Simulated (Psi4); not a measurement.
C₃H₉N, charge -1, doublet, at the geometry of the source list (a state made from the parent by changing its charge; the spin is typed, not shown lowest) (a gas-phase anion, which may not be bound at this level), with bond 13-4 at 1.3 times its length. Base run: B3LYP/6-31G in Psi4.

Here is a job for Psi4.
```
memory 2 GB

molecule mol {
-1 2
  C    -1.849200   -0.011800    0.244200
  C    -0.451700   -0.446200   -0.172200
  N     0.508200    0.610600    0.090700
  C     1.863300    0.246100   -0.262900
  H    -2.120300    0.903600   -0.273800
  H    -2.571800   -0.785700   -0.000100
  H    -1.887600    0.173700    1.315500
  H    -0.186600   -1.389700    0.341600
  H    -0.430000   -0.640000   -1.249400
  H     0.469200    0.859000    1.076500
  H     2.525600    1.078000   -0.031400
  H     1.902600    0.056500   -1.335900
  H     2.337930   -0.924030    0.413360
}

set basis 6-31g
set reference uks

energy('b3lyp')
print_variables()
```

Variants of this job, named by their change:

| change | ΔE vs base (mEh) | SCF cycles | grid points | basis functions |
|---|---|---|---|---|
| base | 0.000 | 13 | 277089 | 54 |
| scf_type = dfdirj+link | -0.044 | 13 | 277089 | 54 |
| dft_nuclear_scheme = stratmann | -0.004 | 13 | 255645 | 54 |
| d_convergence = 1e-4 | 0.000 | 11 | 277089 | 54 |
| guess = modhuckel | 0.000 | 14 | 277089 | 54 |
| damping_percentage = 50 | 0.001 | 52 | 277089 | 54 |
| scf_type = mem_df | 0.000 | 13 | 277089 | 54 |
| dft_spherical_points = 974 | -0.004 | 13 | 891703 | 54 |
| guess = gwh | 0.000 | 12 | 277089 | 54 |
| dft_pruning_scheme = treutler | 0.020 | 13 | 151769 | 54 |
| cholesky_tolerance = 1e-3 (with scf_type cd) | -3.139 | 13 | 277089 | 54 |
| basis_guess = sto-3g | 0.000 | 12 | 277088 | 54 |
| guess = sap | 0.000 | 14 | 277088 | 54 |

Open shells are given as the SCF converged; they aren't shown to be the lowest states, and a large step between rows can be another state.

A gas-phase anion may not be bound at this level; its values then depend on the basis.
